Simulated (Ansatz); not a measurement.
Calculated with Ansatz (gas phase, PBE0-D4/def2-TZVP geometries, no zero-point term in ΔE). CCSD(T)/CBS adds triple-zeta CCSD(T) − MP2 to the extrapolated MP2 energy (def2 sets, frozen cores). DFT in def2-TZVPP. B3LYP here is the variant with VWN-RPA as its local correlation; programs differ in this. For Se outer-core shells are correlated without core-valence functions, which leaves a few kJ/mol of doubt a bond. Scalar relativity is left out up to krypton. One conformer a species, not always the lowest.

`CC[Se]BF` + `C[SeH]` → `C[Se]BF` + `CC[SeH]`  (ligand exchange at a B–Se bond)

`CC[Se]BF`:

Z-matrix (Å, degrees):
```
C
C 1 1.512
H 1 1.091 2 111.1
H 1 1.094 2 110.1 3 -119.6
H 1 1.092 2 111.4 3 120.6
Se 2 1.965 1 113.0 3 -63.2
H 2 1.090 1 111.8 3 179.1
H 2 1.089 1 112.0 3 57.6
B 6 1.919 2 99.9 1 81.3
F 9 1.327 6 121.3 2 1.1
H 9 1.195 6 119.3 2 -179.4
```

`C[SeH]`:

Cartesian coordinates in Å:
```
C 0.133 -0.484 0.216
Se 0.256 0.967 -1.080
H 0.389 -0.129 1.212
H 0.861 -1.230 -0.100
H -0.861 -0.924 0.204
H -0.777 1.800 -0.452
```

`C[Se]BF`:

Z-matrix (Å, degrees):
```
C
Se 1 1.951
H 1 1.088 2 109.1
H 1 1.088 2 108.7 3 120.1
H 1 1.088 2 108.8 3 -120.1
B 2 1.922 1 98.6 3 0.7
F 6 1.322 2 119.1 1 179.9
H 6 1.198 2 121.2 1 -0.1
```

`CC[SeH]`:

Z-matrix (Å, degrees):
```
C
C 1 1.512
H 1 1.091 2 111.2
H 1 1.095 2 110.4 3 120.3
H 1 1.092 2 111.2 3 -120.1
Se 2 1.958 1 114.0 3 57.4
H 2 1.090 1 112.1 3 -179.9
H 2 1.092 1 111.4 3 -59.4
H 6 1.469 2 95.0 1 63.4
```

```
         level  ΔE (kJ/mol)  difference from CCSD(T)/CBS
      B3LYP-D4          3.0                          0.3
       ωB97M-V          2.6                         -0.1
           PBE          0.8                         -1.9
          PBE0          1.0                         -1.7
         B3LYP          1.3                         -1.4
 HF/def2-TZVPP          2.0                         -0.7
MP2/def2-TZVPP          2.8                          0.1
  HF/CBS(def2)          1.9                         -0.8
 MP2/CBS(def2)          2.7                          0.0
CCSD/CBS(def2)          2.5                         -0.2
   CCSD(T)/CBS          2.7                            0
```

Largest T1 diagnostic among the species: 0.012.
